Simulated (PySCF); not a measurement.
How a change of structure moves an absorption spectrum

Method: TDDFT CAM-B3LYP/def2-SVPD, vertical, gas phase, core orbitals frozen in the response (PySCF). Geometries: GFN2-xTB; one conformer of each isolated species. Triplets are in the Tamm–Dancoff approximation.

Parent: `[H]/N=C/C(=C)[SiH3]`, with lowest singlet excitation energy 4.77 eV, LUMO energy -0.33 eV, HOMO energy -9.11 eV, mean static polarisability 72.6 au. Its spectrum: 4.77 eV (f 0.000); 6.17 eV (f 0.002); 6.24 eV (f 0.435); 7.43 eV (f 0.033); 7.46 eV (f 0.003).

Shifts from the parent:

```json
{"change": "H on N replaced by C2H5", "SMILES": "C=C([SiH3])/C=N\\CC", "Δ S1 (eV)": "-0.20", "Δ LUMO (eV)": "+0.47", "Δ HOMO (eV)": "+0.78", "Δ α (au)": "+23.2"}
{"change": "H on N replaced by vinyl", "SMILES": "C=C/N=C/C(=C)[SiH3]", "Δ S1 (eV)": "-0.45", "Δ LUMO (eV)": "-0.52", "Δ HOMO (eV)": "+1.02", "Δ α (au)": "+35.4"}
{"change": "H on N replaced by CH3", "SMILES": "C=C([SiH3])/C=N\\C", "Δ S1 (eV)": "-0.16", "Δ LUMO (eV)": "+0.53", "Δ HOMO (eV)": "+0.78", "Δ α (au)": "+10.6"}
{"change": "H on N replaced by CHO", "SMILES": "C=C([SiH3])/C=N/C=O", "Δ S1 (eV)": "-0.66", "Δ LUMO (eV)": "-0.84", "Δ HOMO (eV)": "+0.15", "Δ α (au)": "+16.8"}
```

(1) Predict the same shifts for this change: H on N replaced by COCH3 (`C=C([SiH3])/C=N\C(C)=O`).

Results:

(1) Δ lowest singlet excitation energy -0.62 eV, Δ LUMO energy -0.57 eV, Δ HOMO energy +0.40 eV, Δ mean static polarisability +26.5 au. Spectrum: 4.16 eV (f 0.002); 5.09 eV (f 0.002); 5.73 eV (f 0.121); 6.06 eV (f 0.440); 6.16 eV (f 0.014). S1 falls most with H on N replaced by CHO (-0.66 eV); all changes lower it. S1 is simply the lowest singlet of each species and needn't be the same kind of state throughout. Over these 5 changes the shifts of S1 and of the HOMO–LUMO gap correlate with r = 0.71.
